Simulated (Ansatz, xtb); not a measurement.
## Ranking isomers of HInOSe

3 gas-phase structures of HInOSe, found in a search over its isomers (lower ones may exist). Each was relaxed with GFN2-xTB:

A. a singlet given by its coordinates
B. `[SeH][O][In]`, a singlet
C. a singlet given by its coordinates

A (Å):

```xyz
4

In   -0.1143   -0.1585    0.2432
O     0.7845    1.5499   -0.1035
Se   -0.6757   -2.4518   -0.3040
H     0.7957    2.3644    0.3945
```

Close contacts (Å): In1–O2 1.96, In1–Se3 2.42, O2–H4 0.95.

C (Å):

```
atom    x (Å)    y (Å)    z (Å)
  In  -1.2593  -0.2404  -0.9195
   O   0.3315   0.7348   0.5165
  Se   1.4365  -0.4289  -0.6307
   H   0.9476   1.1428   1.1275
```

Close contacts (Å): In1–O2 2.35, In1–Se3 2.72, O2–Se3 1.97, O2–H4 0.96.

Q: Which do you expect lowest at r2SCAN-D4/def2-SVP, and how would the others follow?

A: Calculated order at r2SCAN-D4/def2-SVP: A (0.0), C (4.9), B (15.6) kcal/mol.

Energies above the lowest of each column, in kcal/mol; the last columns are at B3LYP-D3(BJ)/def2-SVP geometries (a dash: not run or not comparable):

```csv
structure,GFN2-xTB,HF/STO-3G,r2SCAN-D4/def2-SVP,B3LYP-D3(BJ)/def2-SVP,CCSD(T)/def2-TZVPP
A,11.3,0.0,0.0,0.0,0.0
C,0.0,23.2,4.9,1.8,12.1
B,6.9,40.2,15.6,15.1,–
```

CCSD(T)/def2-TZVPP puts A lowest of those it was run on; GFN2-xTB picks C. Some further structures that were screened fall inside this span and aren't listed. Flexible structures stand in one conformer each, not always the lowest. Frequencies (B3LYP-D3(BJ)/def2-SVP) were run for A, C alone. Atoms past krypton carry core potentials in the def2 sets, without spin–orbit terms.

Programs: Ansatz 0.2.0, xtb 6.7.1.
